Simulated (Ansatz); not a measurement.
## Relaxing a trial structure of H7InOSi

The starting geometry of this gas-phase singlet is a saddle point at PBE0-D4/def2-SVP, pushed by 0.25 Å along its imaginary mode.

```csv
atom,x (Å),y (Å),z (Å)
In,-1.0246,0.8362,2.4724
O,1.1259,-0.2746,2.4452
Si,-1.3162,1.2599,-0.0562
H,1.0394,-1.1371,2.8739
H,1.7625,0.2042,2.9765
H,-1.7929,-0.5127,3.2444
H,-0.3958,2.1204,3.4858
H,-2.4572,0.4768,-0.6692
H,-0.0583,0.8564,-0.8131
H,-1.5647,2.7312,-0.3874
```

Task: Predict what it relaxes into with PBE0-D4/def2-SVP.

Result: It keeps its bonds.

The energy falls by 0.03 eV over 30 steps:

| step | E − E(last) (eV) |
| --- | --- |
| 1 | 0.027 |
| 4 | 0.011 |
| 7 | 0.010 |
| 11 | 0.006 |
| 14 | 0.004 |
| 17 | 0.002 |
| 20 | 0.001 |
| 24 | 0.000 |
| 27 | 0.000 |
| 30 | 0.000 |

Final geometry (Å):

| atom | x (Å) | y (Å) | z (Å) |
| --- | --- | --- | --- |
| In | -0.8947 | 1.0388 | 2.4814 |
| O | 0.9414 | -0.5342 | 2.4347 |
| Si | -1.2641 | 1.3071 | -0.0596 |
| H | 0.7180 | -1.3474 | 2.9044 |
| H | 1.7185 | -0.1791 | 2.8839 |
| H | -1.8952 | -0.0528 | 3.4060 |
| H | 0.0465 | 2.2153 | 3.3630 |
| H | -1.6185 | 0.0114 | -0.7269 |
| H | -0.0501 | 1.8393 | -0.7616 |
| H | -2.3837 | 2.2622 | -0.3529 |

Frequencies at the end are all real (lowest 47 cm⁻¹). Atoms past krypton carry core potentials, without spin–orbit terms. Run with Ansatz 0.2.0, 52 s on 2 threads of Arm Neoverse V2, on a shared host.
